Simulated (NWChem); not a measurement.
Species: LaF₂, doublet; SMILES [F][La][F]

```xyz
3

La     0.0016     0.1887     0.0000
F     -1.9581     1.0735     0.0000
F      1.9772     1.0376     0.0000
```
Atoms are numbered in this order, from 1.

Level: PBE0/def2-SVP with def2 effective core potentials on La, spin-unrestricted (NWChem), optimised geometry, unscaled harmonic frequencies. In the optimisation the excess spin sits in a" (Cs, its own frame). This spin state was assumed; another may lie lower. def2 effective core potentials on La; no spin-orbit coupling.

```
frequency (cm⁻¹)  IR intensity (km/mol)
----------------  ---------------------
107                                11.0
542                                60.8
542                               177.1
```

zero-point energy: 1.7 kcal/mol
thermal correction to the enthalpy at 298.15 K (with zero-point energy): 4.8 kcal/mol
heat capacity Cv: 10.2 cal/(mol K)
entropy at 298.15 K and 1 atm (symmetry number 2, electronic part: spin degeneracy alone): 70.6 cal/(mol K)

Rigid rotor and harmonic oscillator.
